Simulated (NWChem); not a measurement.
TiNH$_{3}$SO; SMILES [Ti]([NH2])(=[S])[OH]

```xyz
7

Ti    -0.0241    -0.3013    -0.1479
S     -0.0455     1.7562     0.0502
O     -1.5164    -1.2530     0.1129
H     -2.4265    -1.0220     0.3242
N      1.6428    -1.1042     0.1037
H      1.8011    -2.0983     0.2616
H      2.5159    -0.5975     0.2355
```
Atoms are numbered in this order, from 1.

Computed with NWChem. Geometry: optimised at PBE0/def2-SVP.

Q: Order these by “highest occupied level (eV)”, lowest first: PBE/def2-SVP; PBE/aug-pcseg-1; PBE/STO-3G.

A: PBE/aug-pcseg-1 (-5.91), PBE/def2-SVP (-5.40), PBE/STO-3G (-1.54)
